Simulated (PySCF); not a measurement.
Compound: C6H9F3N (doublet state).
Geometry (PBE0-D3(BJ)/def2-SVP, Å), atoms numbered from 1 in this order:
```xyz
19
C6H9F3N angstrom
F      2.897   -1.155    0.768
C      2.325   -0.117    0.167
F      2.568   -0.230   -1.150
F      2.946    0.989    0.592
C      0.835   -0.048    0.438
C      0.220    1.268   -0.068
C     -1.264    1.219    0.047
C     -1.966   -0.031   -0.352
C     -1.218   -1.270    0.160
N      0.206   -1.229   -0.104
H      0.731   -0.083    1.537
H      0.640    2.129    0.472
H      0.522    1.390   -1.131
H     -1.825    2.142    0.209
H     -3.011   -0.033   -0.003
H     -2.018   -0.097   -1.462
H     -1.359   -1.355    1.252
H     -1.633   -2.189   -0.282
H      0.385   -1.280   -1.106
```

The calculation used PBE0-D3(BJ)/def2-SVP geometry optimisation, gas phase (PySCF).

Take the most abundant isotopes and a rigid rotor. The values belong to one conformer with, in the numbering `[F:1][C:2]([F:3])([F:4])[C@H:5]1[CH2:6][CH:7][CH2:8][CH2:9][NH:10]1`, C2–C5–C6–C7 172°, C5–C6–C7–C8 -43°, C6–C7–C8–C9 43°, C7–C8–C9–N10 -47°.

**Question.** Give the principal moments of inertia and the rotational constants in MHz.

**Answer.** Ia = 195.60, Ib = 553.37, Ic = 640.02 u·Å²; 505379 MHz·u·Å²/I gives A = 2584, B = 913.3, C = 789.6 MHz.

**Question.** What kind of rotor is it?

**Answer.** An asymmetric top. Ray's parameter κ = (2B − A − C)/(A − C) = -0.862; −1 is the prolate and +1 the oblate limit.

**Question.** What does the inertial defect say?

**Answer.** Not planar: Δ = Ic − Ia − Ib = -108.95 u·Å². For a rigid frame Δ = −2 Σ m c², so Σ m c² = 54.48 u·Å² lies off the ab plane: 8.82 from hydrogen and 45.66 from heavier atoms. The atom farthest from that plane is 1.50 Å away.

**Question.** Give the other two planar moments, Paa and Pbb, and the rms extents of the mass along the axes.

**Answer.** Paa = Σ m a² = (Ib + Ic − Ia)/2 = 498.89 and Pbb = Σ m b² = (Ia + Ic − Ib)/2 = 141.13 u·Å². With the mass M = 152.07 u, the rms extents √(P/M) along a, b and c are 1.81, 0.96, 0.60 Å.

**Question.** Where do the levels up to J = 4 lie, in K?

**Answer.** Above 0(0,0), as E/k:
J = 1: 1(0,1) 0.082, 1(1,1) 0.162, 1(1,0) 0.168
J = 2: 2(0,2) 0.245, 2(1,2) 0.319, 2(1,1) 0.337, 2(2,1) 0.578, 2(2,0) 0.578
J = 3: 3(0,3) 0.489, 3(1,3) 0.556, 3(1,2) 0.591, 3(2,2) 0.823, 3(2,1) 0.824, 3(3,1) 1.239, 3(3,0) 1.239
J = 4: 4(0,4) 0.813, 4(1,4) 0.870, 4(1,3) 0.929, 4(2,3) 1.150, 4(2,2) 1.154, 4(3,2) 1.566, 4(3,1) 1.566, 4(4,1) 2.148, 4(4,0) 2.148
The levels of one J sum to (2J + 1)J(J + 1)(A + B + C)/3.

**Question.** Predict some low-J microwave lines.

**Answer.** The dipole components are |μa| = 2.60 D, |μb| = 0.63 D, |μc| = 0.23 D. The squared components, which scale the intensities, stand as 1.00 : 0.06 : 0.01 (a : b : c). Some lines, for components of 0.1 D or more:

| type | branch | J(Ka,Kc) | MHz | lower level (cm⁻¹) |
| --- | --- | --- | --- | --- |
| a | Q | 2(1,1) ← 2(1,2) | 371 | 0.222 |
| c | Q | 2(1,2) ← 2(0,2) | 1553 | 0.170 |
| c | Q | 1(1,1) ← 1(0,1) | 1670 | 0.057 |
| b | R | 2(0,2) ← 1(1,1) | 1729 | 0.113 |
| b | Q | 2(1,1) ← 2(0,2) | 1924 | 0.170 |
| b | R | 1(1,1) ← 0(0,0) | 3373 | 0.000 |
| a | R | 2(0,2) ← 1(0,1) | 3399 | 0.057 |
| a | R | 2(1,1) ← 1(1,0) | 3529 | 0.117 |
| b | R | 2(1,2) ← 1(0,1) | 4953 | 0.057 |
| c | Q | 2(2,1) ← 2(1,1) | 5011 | 0.234 |
| b | Q | 2(2,0) ← 2(1,1) | 5018 | 0.234 |
| c | R | 2(1,1) ← 1(0,1) | 5324 | 0.057 |
| b | Q | 2(2,1) ← 2(1,2) | 5382 | 0.222 |
| b | R | 2(2,1) ← 1(1,0) | 8541 | 0.117 |
| c | R | 2(2,0) ← 1(1,0) | 8547 | 0.117 |
| c | R | 2(2,1) ← 1(1,1) | 8664 | 0.113 |

**Question.** Estimate the classical rotational partition function at 10 K, 200 K and 298.15 K.

**Answer.** Point group C1, symmetry number σ = 1; q = (√π/σ)·√((kT/h)³/(ABC)), k/h = 20836.6 MHz/K: 3910 at 10 K, 349000 at 200 K, 636000 at 298.15 K.

For this open shell read J as N, the rotation without spin; fine and hyperfine splittings come on top. Stationary, but not proved a minimum. ⟨S²⟩ = 0.755 (exact for a doublet: 0.75). Zero-point vibration and centrifugal distortion are left out. A rigid rotor knows nothing of inversion at nitrogen, which can split or shift real lines. Quadrupole hyperfine structure (14N) is left out.
